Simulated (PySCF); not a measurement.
BF2H3Si.
Bonds: F1–B2, B2–F3, B2–Si4. Hydrogens: H5, H6, H7 on Si4.

Computed by this run: PBE0-D3(BJ)/def2-SVP geometry optimisation, gas phase (PySCF 2.14.0); density fitting, grid level 1; the optimiser is geomeTRIC in internal coordinates, started from a GFN2-xTB structure with every atom displaced at random (about 0.01 Å).

Step 0: E = -14022.4617 eV
```
atom  x, y, z in Å  |  force x, y, z in eV/Å
F1      1.8133   -1.2699    0.1318   -0.996   0.733  -0.075
B2      1.1469   -0.1003   -0.0020    2.459  -1.225   0.135
F3      1.9695    0.9169   -0.1282   -0.126   0.482  -0.057
Si4    -0.7903    0.0793   -0.0118   -1.550   0.102   0.034
H5     -1.4187   -0.4312    1.2264    0.061  -0.166   0.366
H6     -1.2642    1.4715   -0.1677    0.125   0.338  -0.042
H7     -1.4226   -0.6954   -1.0983    0.027  -0.265  -0.362
```

**Question.** Estimate the geometry and energy of step 1. (The exact step hangs on the optimiser's Hessian estimate; all steps are aligned on step 0, rigid shifts and turns removed.)

**Answer.** E = -14022.5798 eV, largest force 0.569 eV/Å
```
atom  x, y, z in Å  |  force x, y, z in eV/Å
F1      1.7051   -1.2649    0.2439    0.180   0.032  -0.135
B2      1.1911   -0.0817   -0.0333   -0.479   0.038   0.305
F3      2.0248    0.9271   -0.1843    0.067  -0.100  -0.092
Si4    -0.8561    0.0893   -0.0314    0.434  -0.021  -0.057
H5     -1.3306   -0.5108    1.2517   -0.073   0.016   0.009
H6     -1.2822    1.5126   -0.1297   -0.075   0.036  -0.009
H7     -1.4182   -0.7007   -1.1669   -0.054   0.000  -0.020
```

The energy changes by -0.1182 eV. The first-order estimate −F·Δx gives -0.3524 eV and the mean of the old and new forces, exact on a quadratic surface, -0.1322 eV. The step makes an angle of 66° with the force vector and moves no atom by more than 0.156 Å.

What follows is the cost of the whole optimisation. The run took 10 s on one thread, Arm Neoverse V1 (aarch64), no GPU, shared host with 32 logical CPUs at a one-minute load of 14, and the process peaked at 0.32 GiB of memory.
